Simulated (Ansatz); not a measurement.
System: sum formula HSO₃ (charge -1, singlet). SMILES of the parent species: O=[S](=O)O
Geometry from a B3LYP-D3(BJ)/def2-TZVP (Ansatz, an electronic-structure program) optimisation:
```
S
O 1 1.4816
O 1 1.4917 2 111.71
O 1 1.7626 2 103.14 3 106.10
H 4 0.9698 1 100.97 2 -86.48
```
Charge -1, spin multiplicity 1.

Parts of the frozen-core correlation energy in STO-3G (Ansatz, hartree). Frozen orbitals: 8; correlated occupied orbitals by spin: 13 and 13; virtual: 4 and 4. No spin-orbit coupling. No relativistic terms.

| term | value |
|---|---|
| reference (HF) | -614.86141 |
| MP2 opposite-spin | ? |
| MP2 same-spin | -0.02580 |
| CCSD correlation | ? |
| (T) | ? |
| FCI minus CCSD(T) | -0.00198 |
| T1 diagnostic | 0.023 |
| largest doubles amplitude | 0.090 |

Question: Fill in the missing entries.

Answer: 
- MP2 opposite-spin, value: -0.10781
- CCSD correlation, value: -0.16260
- (T), value: -0.01033
